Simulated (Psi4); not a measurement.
FLi, charge +1, doublet, at a GFN2-xTB geometry (such geometries of metal compounds can be far from the true shape) (a state made from the parent by changing its charge; the spin is typed, not shown lowest); PW6B95/STO-3G in Psi4 1.11.

Input for Psi4:
```
memory 2 GB

molecule {
1 2
Li   -0.00000000   -0.00000000   -1.65974449
F     0.00000000    0.00000000    0.55324816
}

set {
  basis sto-3g
  reference uks
}

energy('pw6b95')
print_variables()
```

Output, abridged:

```
   => Loading Basis Set <=

    Name: STO-3G
    Role: ORBITAL
    Keyword: BASIS

         ---------------------------------------------------------
                                   SCF
               by Justin Turney, Rob Parrish, Andy Simmonett
                          and Daniel G. A. Smith
                              UKS Reference
         ---------------------------------------------------------

  ==> Geometry <==

    Molecular point group: c2v
    Full point group: C_inf_v

    Geometry (in Angstrom), charge = 1, multiplicity = 2:

       Center              X                  Y                   Z               Mass
    ------------   -----------------  -----------------  -----------------  -----------------
         LI           0.000000000000     0.000000000000    -1.616155509845     7.016003436600
         F            0.000000000000     0.000000000000     0.596837140155    18.998403162730

  Running in c2v symmetry.

  Rotational constants: A = ************  B =      0.67181  C =      0.67181 [cm^-1]
  Rotational constants: A = ************  B =  20140.22359  C =  20140.22359 [MHz]
  Nuclear repulsion =    6.456318184378064

  Charge       = 1
  Multiplicity = 2
  Electrons    = 11
  Nalpha       = 6
  Nbeta        = 5

  ==> Algorithm <==

  SCF Algorithm Type is DF.
  DIIS enabled.
  MOM disabled.
  Fractional occupation disabled.
  Guess Type is SAD.
  Energy threshold   = 1.00e-06
  Density threshold  = 1.00e-06
  Integral threshold = 1.00e-12

  ==> Primary Basis <==

  Basis Set: STO-3G
    Blend: STO-3G
    Number of shells: 6
    Number of basis functions: 10
    Number of Cartesian functions: 10
    Spherical Harmonics?: true
    Max angular momentum: 1

  ==> DFT Potential <==

   => LibXC <=

    Version 7.1.2
    S. Lehtola, C. Steigemann, M. J. T. Oliveira, and M. A. L. Marques,  SoftwareX 7, 1–5 (2018) (10.1016/j.softx.2017.11.002)

   => Composite Functional: PW6B95 <=

    PW6B95 Hybrid Meta-GGA XC Functional

    Y. Zhao and D. Truhlar, J. Phys. Chem. A., 109,5656-5667, 2005

    Deriv               =              1
    GGA                 =           TRUE
    Meta                =           TRUE

    Exchange Hybrid     =           TRUE
    MP2 Hybrid          =          FALSE

   => Exchange Functionals <=

    0.7200   XC_GGA_X_MPW91

   => Exact (HF) Exchange <=

    0.2800               HF

   => Correlation Functionals <=

    1.0000   XC_MGGA_C_BC95

   => LibXC Density Thresholds  <==

    XC_MGGA_C_BC95:  1.00E-14
    XC_GGA_X_MPW91:  1.00E-15

   => Molecular Quadrature <=

    Radial Scheme          =       TREUTLER
    Pruning Scheme         =           NONE
    Nuclear Scheme         =       TREUTLER

    Blocking Scheme        =         OCTREE
    BS radius alpha        =              1
    Pruning alpha          =              1
    Radial Points          =             75
    Spherical Points       =            302
    Total Points           =          43214
    Total Blocks           =            405
    Max Points             =            254
    Max Functions          =             10
    Weights Tolerance      =       1.00E-15

   => Loading Basis Set <=

    Name: (STO-3G AUX)
    Role: JKFIT
    Keyword: DF_BASIS_SCF

  ==> Integral Setup <==

  SCF_SUBTYPE=INCORE selected. In-core MEM_DF algorithm will be used.
  Using in-core AOs.

  ==> MemDFJK: Density-Fitted J/K Matrices <==

    J tasked:                   Yes
    K tasked:                   Yes
    wK tasked:                   No
    Algorithm:                 Core
    Schwarz Cutoff:           1E-12
    Mask sparsity (%):       0.0000
    Fitting Condition:        1E-10

   => Auxiliary Basis Set <=

  Basis Set: (STO-3G AUX)
    Blend: DEF2-UNIVERSAL-JKFIT
    Number of shells: 42
    Number of basis functions: 128
    Number of Cartesian functions: 153
    Spherical Harmonics?: true
    Max angular momentum: 4

  Minimum eigenvalue in the overlap matrix is 5.9635798753E-01.
  Reciprocal condition number of the overlap matrix is 4.1680834482E-01.
    Using symmetric orthogonalization.

  ==> Pre-Iterations <==

  SCF Guess: Superposition of Atomic Densities via on-the-fly atomic UHF (no occupation information).

   -------------------------
    Irrep   Nso     Nmo
   -------------------------
     A1         6       6
     A2         0       0
     B1         2       2
     B2         2       2
   -------------------------
    Total      10      10
   -------------------------

  ==> Iterations <==

                           Total Energy        Delta E     RMS |[F,P]|

   @DF-UKS iter SAD:  -105.38889446228301   -1.05389e+02   0.00000e+00
   @DF-UKS iter   1:  -105.63186470585039   -2.42970e-01   1.14503e-02 DIIS/ADIIS
   @DF-UKS iter   2:  -105.63851973558216   -6.65503e-03   2.91769e-03 DIIS/ADIIS
   @DF-UKS iter   3:  -105.63910140080652   -5.81665e-04   2.77044e-04 DIIS/ADIIS
   @DF-UKS iter   4:  -105.63910820067471   -6.79987e-06   3.43937e-05 DIIS
   @DF-UKS iter   5:  -105.63910834858918   -1.47914e-07   3.80786e-06 DIIS
   @DF-UKS iter   6:  -105.63910835038220   -1.79303e-09   9.75394e-08 DIIS
  Energy and wave function converged.

  ==> Post-Iterations <==

   Electrons on quadrature grid:
      Nalpha   =    6.0000332317 ; deviation = 3.323e-05
      Nbeta    =    5.0000142207 ; deviation = 1.422e-05
      Ntotal   =   11.0000474525 ; deviation = 4.745e-05

   @Spin Contamination Metric:   1.156249946E-03
   @S^2 Expected:                7.500000000E-01
   @S^2 Observed:                7.511562499E-01
   @S   Expected:                5.000000000E-01
   @S   Observed:                5.000000000E-01

    Orbital Energies [Eh]
    ---------------------

    Alpha Occupied:

[...]
    Alpha Virtual:

[...]
       6A1    -0.122418

    Beta Occupied:

[...]
    Beta Virtual:

[...]
    Final Occupation by Irrep:
             A1    A2    B1    B2
    DOCC [     4,    0,    1,    0 ]
    SOCC [     0,    0,    0,    1 ]
    NA   [     4,    0,    1,    1 ]
    NB   [     4,    0,    1,    0 ]

  @DF-UKS Final Energy:  -105.63910835038220

   => Energetics <=

    Nuclear Repulsion Energy =              6.4563181843780644
    One-Electron Energy =                -157.2398463464477913
    Two-Electron Energy =                  54.0704802643276849
    DFT Exchange-Correlation Energy =      -8.9260604526401597
    Empirical Dispersion Energy =           0.0000000000000000
    VV10 Nonlocal Energy =                  0.0000000000000000
    Total Energy =                       -105.6391083503822017

  UHF NO Occupations:
  HONO-2 :    1 B1 1.9999103
  HONO-1 :    4 A1 1.9995144
  HONO-0 :    1 B2 1.0000000
  LUNO+0 :    5 A1 0.0004856
  LUNO+1 :    2 B1 0.0000897
  LUNO+2 :    6 A1 0.0000030
  LUNO+3 :    2 B2 -0.0000000

Computation Completed

Properties will be evaluated at   0.000000,   0.000000,   0.000000 [a0]

Properties computed using the SCF density matrix

 Multipole Moments:

 ------------------------------------------------------------------------------------
     Multipole            Electronic (a.u.)      Nuclear  (a.u.)        Total (a.u.)
 ------------------------------------------------------------------------------------

 L = 1.  Multiply by 2.5417464519 to convert [e a0] to [Debye]
 Dipole X            :          0.0000000            0.0000000            0.0000000
 Dipole Y            :          0.0000000            0.0000000            0.0000000
 Dipole Z            :         -3.5981218            0.9884548           -2.6096670
 Magnitude           :                                                    2.6096670

 ------------------------------------------------------------------------------------

  Variable Map:
  ----------------------------------------------------------------------------
[...]
  Array Variable Map:
  ----------------------------------------------------------------------------
[...]
[...]
```
